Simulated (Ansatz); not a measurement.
Stepwise reaction of `[F][GaH2]` with water, as a gas-phase model of exchange steps in deposition or etching. ΔE in kJ/mol; ΔG adds harmonic PBE0-D4 terms to CCSD(T)/CBS, at 1 bar.

Isolated molecules relaxed with PBE0-D4/def2-TZVP in Ansatz; ΔE leaves out vibrations. CCSD(T)/CBS is the MP2 limit (def2-TZVPP, def2-QZVPP) plus CCSD(T) − MP2 in def2-TZVPP, frozen cores. This one scheme is used for every species. DFT in def2-TZVPP. B3LYP here is the variant with VWN-RPA as its local correlation; programs differ in this. For Ga outer-core shells are correlated without core-valence functions, which leaves a few kJ/mol of doubt a bond. Scalar relativity is left out up to krypton. One conformer a species, not always the lowest.

```tsv
step	reaction	PBE-D4	B3LYP-D4	ωB97M-V	CCSD(T)/CBS	ΔG(600 K)
1	`[F][GaH2]` + H₂O → `[OH][GaH][F]` + H₂	-40.0	-40.3	-38.1	-42.2	-39.5
2	`[OH][GaH][F]` + H₂O → `[OH][Ga]([OH])[F]` + H₂	-25.4	-27.2	-25.4	-28.0	-22.5
```

Q: By hand: ΔE of the 2 steps together at CCSD(T)/CBS.

A: (-42.2) + (-28.0) = -70.2 kJ/mol, or -35.1 kJ/mol a step.

In ΔE each step is higher than the one before. All are downhill at CCSD(T)/CBS. ΔG lies between -39.5 and -22.5 kJ/mol a step. PBE-D4 differs from CCSD(T)/CBS by 2.2 to 2.6 kJ/mol a step. Isolated molecules leave out the surface, adducts and barriers. Largest T1 diagnostic: 0.015.
